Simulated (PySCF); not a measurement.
PBE0-D3(BJ)/def2-TZVP geometry optimisation, gas phase with PySCF 2.14 and geomeTRIC: Ni(SH)2, charge 0, multiplicity 3. Start (model start, shaken):

```
5

Ni    0.0000    0.0045   -0.0041
S    -0.0134   -0.0068    2.1751
H     1.3209    0.0201    2.4326
S    -0.0093    0.0073   -2.1846
H    -1.3184   -0.0140   -2.4404
```

```
step  E − E(start) / kcal mol⁻¹  largest force / Eh bohr⁻¹
   0                       0.00                    0.01154
   1                      -1.17                    0.00405
   2                      -1.36                    0.00108
   3                      -1.36                    0.00028
```

The optimisation met its thresholds. End point:

```
5

Ni   -0.0017    0.0051   -0.0053
S    -0.0498   -0.0066    2.1194
H     1.2841    0.0179    2.3032
S     0.0410    0.0098   -2.1302
H    -1.2937   -0.0150   -2.3085
```

Metal–donor distances, start → end: S2 2.179 → 2.125 Å, S4 2.181 → 2.125 Å.

No frequencies were computed, so the end point may be a saddle point.

The job took 24 s on one thread of AMD EPYC 9R45 96-Core Processor (shared host), with 131 basis functions, launched as `OMP_NUM_THREADS=1 python lf_run.py task.json out`.
